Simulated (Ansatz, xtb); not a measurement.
# Two isomers of C6H9ClO

We compare X, `O=C[C@@H]1CC[C@H](Cl)C1`, a singlet, with Y, `O=C[C@@H]1CC[C@@H](Cl)C1`, a singlet. Both are isolated molecules in the gas phase, relaxed with PBE0-D3(BJ)/def2-SVP, each in the lowest conformer that the search found.

Quicker runs give these differences E(Y) − E(X): GFN2-xTB −4.12 kJ/mol; HF/STO-3G −4.02 kJ/mol (at GFN2-xTB geometries); r2SCAN-D4/def2-SVP −2.40 kJ/mol (at GFN2-xTB geometries).

Question: Estimate E(Y) − E(X) at the level CCSD(T)/def2-SVP + ΔMP2/def2-TZVPP.

Answer: CCSD(T)/def2-SVP + ΔMP2/def2-TZVPP gives E(Y) − E(X) = −3.58 kJ/mol, slightly favouring structure Y, which is too small a margin to settle the true order.

Level by level:

| level | geometry | E(Y) − E(X) (kJ/mol) | departure from the last row (kJ/mol) | job, with rough time for the two |
| --- | --- | --- | --- | --- |
| GFN2-xTB | GFN2-xTB | −4.12 | −0.54 | optimisation, 0.25 s |
| HF/STO-3G | GFN2-xTB | −4.02 | −0.44 | single point, 0.68 s |
| r2SCAN-D4/def2-SVP | GFN2-xTB | −2.40 | +1.18 | single point, 4.3 s |
| PBE0-D3(BJ)/def2-SVP | PBE0-D3(BJ)/def2-SVP | −3.21 | +0.36 | optimisation, 88 s |
| HF/def2-SVP | PBE0-D3(BJ)/def2-SVP | −4.58 | −1.01 | part of the CCSD(T) run |
| MP2/def2-SVP | PBE0-D3(BJ)/def2-SVP | −2.61 | +0.97 | part of the CCSD(T) run |
| CCSD(T)/def2-SVP | PBE0-D3(BJ)/def2-SVP | −2.58 | +0.99 | single point |
| CCSD(T)/def2-SVP + ΔMP2/def2-TZVPP | PBE0-D3(BJ)/def2-SVP | −3.58 |  | single point, 2.1 min |

As drawn, both hold the same kinds of bond in the same numbers.

The largest departure from CCSD(T)/def2-SVP + ΔMP2/def2-TZVPP is that of r2SCAN-D4/def2-SVP, 1.18 kJ/mol. A small imaginary or near-zero mode remains, so no thermal terms are given. The last row adds to CCSD(T) the change of the MP2 difference between the two basis sets, here −0.99 kJ/mol.

The correlated steps freeze 12 core orbitals. Run with Ansatz 0.2.0, xtb 6.7.1; the last row on 2 threads of Intel(R) Xeon(R) Gold 6455B (Sapphire Rapids) on a shared host.
